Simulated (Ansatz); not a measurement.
Basis-set extrapolation for B$_{2}$ClH$_{6}$NSi, SMILES `BB(Cl)N[SiH3]` (PBE0-D4/def2-TZVP geometry, frozen core, the Gaussian-basis code of Ansatz). Multiplicity 1, RHF reference.

```csv
,def2-TZVPP,def2-QZVPP
HF,-855.887400,-855.914368
MP2 correlation,-0.718062,-0.774404
CCSD(T) correlation,-0.810587,not run
```

Energies in hartree. Use E(X) = E(∞) + A·exp(−7.88·√X) for Hartree–Fock and E(X) = E(∞) + B·X^(−2.97) for correlation, with X = 3 and 4, and add CCSD(T) minus MP2 of the smaller set to the MP2 limit.

What is the CCSD(T) energy at the basis-set limit?

HF limit: -855.914368 + (-0.026968) × 0.13774 = -855.91808. MP2 limit: -0.774404 + (-0.056342) × 0.74074 = -0.81614. Higher-order term: -0.810587 − (-0.718062) = -0.09252. Total: -856.82674 hartree, 338.0 kJ/mol below CCSD(T)/def2-TZVPP.
